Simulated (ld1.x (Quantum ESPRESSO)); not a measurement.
Configuration tests for Lu (TM)

```
Element                 : Lu (Z = 71)
Generator               : ld1.x (Quantum ESPRESSO) 7.5
Type                    : norm-conserving Troullier–Martins (Kleinman–Bylander form)
Functional              : LDA (PZ)
Relativity              : scalar-relativistic
Frozen core             : [Kr] 4d10 5s2
Valence charge          : 23
Reference configuration : 4f14 5p6 5d1 6s2 6p0
Partial waves           : 5p (bound): rc 1.30 bohr; 5d (bound): rc 2.60 bohr; 4f (bound): rc 1.20 bohr; 6s (bound): rc 2.50 bohr
Local potential         : the s channel
Core correction         : none
```

Energies are relative to the spin-unpolarised reference configuration 4f14 5p6 5d1 6s2 6p0; without spin polarisation the order of configurations can differ from experiment. Spin-polarised rows fill each open shell by Hund’s rule, majority spin first. Not all tests gave a result: 2 of 9 tests not solved or not reliable.

| valence configuration | charge | ΔE all-electron (eV) | error AE − PS (meV) |
| --- | --- | --- | --- |
| 4f14 5p6 5d1 6s1 6p0 | +1 | 7.581 | -3.4 |
| 4f14 5p6 5d0 6s0 6p0 | +3 | 41.365 | -2.3 |
| 4f13 5p6 5d0 6s0 6p0 | +4 | 88.451 | -1390 |
| 4f13 5p6 5d1 6s2 6p0 | +1 | 17.779 | -1304 |
| 4f14 5p6 5d1 6s1 6p0 (spin-polarised) | +1 | 7.036 | +14 |

(1) What are ΔE and the potential's error for 4f13 5p6 5d2 6s2 6p0?

(2) What are ΔE and the potential's error for 4f14 5p6 5d1 6s0 6p0?

Levels in the configuration 4f14 5p6 5d1 6s0 6p0:

```
level  all-electron (eV)  pseudo (eV)
   4f            -24.644      -24.438
   5p            -46.587      -46.526
   5d            -15.339      -15.330
```

Results:

(1) ΔE = 10.938 eV all-electron; the error (AE − PS) is -1213 meV.

(2) ΔE = 21.153 eV all-electron; the error (AE − PS) is -18 meV.

These tests converged, but a pseudo level misses the all-electron one widely, so the file describes the atom poorly there or has found another state: 4f13 5p6 5d2 6s2 6p0: 4f by 2.6 eV; 4f13 5p6 5d1 6s2 6p0: 4f by 2.7 eV.
